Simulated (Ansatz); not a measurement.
The same redistribution along the group B, Al, Ga, In.

Isolated molecules relaxed with PBE0-D4/def2-TZVP in Ansatz; ΔE leaves out vibrations. CCSD(T)/CBS adds triple-zeta CCSD(T) − MP2 to the extrapolated MP2 energy (def2 sets, frozen cores). This one scheme is used for every species. DFT in def2-TZVPP. B3LYP here is the variant with VWN-RPA as its local correlation; programs differ in this. Elements past krypton have def2 core potentials. For Ga, In, Sn outer-core shells are correlated without core-valence functions, which leaves a few kJ/mol of doubt a bond. Scalar relativity is left out up to krypton. Each species was taken in one conformer, which may not be the lowest.

```json
{"reaction": "`COB(O)O` + `[SH][SnH2][SH]` → `OB(O)S` + `C[O][SnH2][SH]`", "CCSD/CBS(def2) (kJ/mol)": "121", "B3LYP-D4 (kJ/mol)": "121", "MP2/CBS(def2) (kJ/mol)": "117", "CCSD(T)/CBS(def2) (kJ/mol)": "118"}
{"reaction": "`C[O][Al]([OH])[OH]` + `[SH][SnH2][SH]` → `[OH][Al]([OH])[SH]` + `C[O][SnH2][SH]`", "CCSD/CBS(def2) (kJ/mol)": "67", "B3LYP-D4 (kJ/mol)": "71", "MP2/CBS(def2) (kJ/mol)": "67", "CCSD(T)/CBS(def2) (kJ/mol)": "65"}
{"reaction": "`C[O][Ga]([OH])[OH]` + `[SH][SnH2][SH]` → `[OH][Ga]([OH])[SH]` + `C[O][SnH2][SH]`", "CCSD/CBS(def2) (kJ/mol)": "6", "B3LYP-D4 (kJ/mol)": "7", "MP2/CBS(def2) (kJ/mol)": "7", "CCSD(T)/CBS(def2) (kJ/mol)": "5"}
{"reaction": "`C[O][In]([OH])[OH]` + `[SH][SnH2][SH]` → `[OH][In]([OH])[SH]` + `C[O][SnH2][SH]`", "CCSD/CBS(def2) (kJ/mol)": "-29", "B3LYP-D4 (kJ/mol)": "-29", "MP2/CBS(def2) (kJ/mol)": "-28", "CCSD(T)/CBS(def2) (kJ/mol)": "-29"}
```

Largest T1 diagnostic: 0.017, for `C[O][In]([OH])[OH]`.
